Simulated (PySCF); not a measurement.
Compound: C₆H₆N (doublet state).
SMILES with atom numbers: `[CH2:1][c:2]1[cH:3][cH:4][n:5][cH:6][cH:7]1` (hydrogens: H8, H9 on C1; H10 on C3; H11 on C4; H12 on C6; H13 on C7)

Computed, not measured: UKS B3LYP, pcH-1 on C H N, non-relativistic, mean-field spin-orbit, GIAO in PySCF 2.14.0. Isolated species at its GFN2-xTB geometry, gas phase. The geometry wasn't refined by DFT: couplings that depend on bond lengths, twists or pyramidal angles can differ widely from those at the functional's own minimum. No stability test was run, so a lower SCF solution isn't excluded. ⟨S²⟩ is 0.778 where a pure state has 0.75.

(1) Break the g tensor into its mass correction, gauge correction and orbital-Zeeman/spin–orbit terms.

(2) What are the electron Larmor frequencies g μB B/h along the three axes at 340 mT?

(3) At 9.305 GHz, how far is the centre of the isotropic spectrum from where a free electron (g = 2.002319) resonates?

(4) How much does each term add to the isotropic shift?

(5) In a frozen sample, at which fields do the three g values resonate at 9.5, 34, 94 and 263 GHz (hyperfine left aside), and which band first spreads them over more than twice a line width of 0.5 mT?

Results:

(1) 
```
                    Δg (ppm)     1     2     3
relativistic mass correction  -156  -156  -156
            gauge correction    -4    38    27
   orbital Zeeman/spin–orbit    -2   858  1277
                       total  -162   741  1148
```

So g = 2.00216, 2.00306, 2.00347 and g_iso = 2.00290; the tensor is rhombic: the two nearest values differ by 31 % of g3 − g1. Axes: g1 is normal to the molecular plane and g2 points within 1° of the C1–C2 bond.

(2) 9.5277, 9.5320, 9.5339 GHz for g1, g2 and g3, a range of 6.2 MHz.

(3) B = hν/(g μB) with μB/h = 13.99624 MHz/mT gives 332.03 mT for the free electron and 331.93 mT at g_iso, 0.10 mT lower.

(4) The orbital-Zeeman/spin–orbit term 711, the mass correction -156 and the gauge correction 20 ppm, for a total of 576 ppm. The orbital-Zeeman/spin–orbit term is the largest in size. The mass correction is the same along every axis, so the anisotropy comes from the other two: their spans along these axes are 42 (gauge) and 1279 ppm (orbital Zeeman/spin–orbit).

(5) 
```tsv
band	GHz	B(g3) mT	B(g2) mT	B(g1) mT	spread mT
X	9.5	338.79	338.86	339.01	0.22
Q	34.0	1212.51	1212.76	1213.30	0.79
W	94.0	3352.23	3352.91	3354.42	2.19
J	263.0	9379.12	9381.02	9385.25	6.13
```

The spread grows in proportion to the frequency. W band is the first where it exceeds 1.0 mT.

The largest Mulliken spin populations are on C1 (+0.77), C3 (+0.25), C7 (+0.25) and N5 (+0.22). Four atoms exceed +0.15. The angles at C1 add up to 360.0°, so it is planar; its axial dipolar tensor and the negative couplings of its protons fit spin in a p orbital normal to that plane.

The HOMO–LUMO gaps are 5.23 eV among the α and 3.91 eV among the β orbitals.

Time: 45 s of wall time (grids of density and orbitals included); peak memory 0.87 GiB. Hardware: Arm Neoverse V2, one thread, shared host with 96 logical CPUs at a one-minute load of 58.
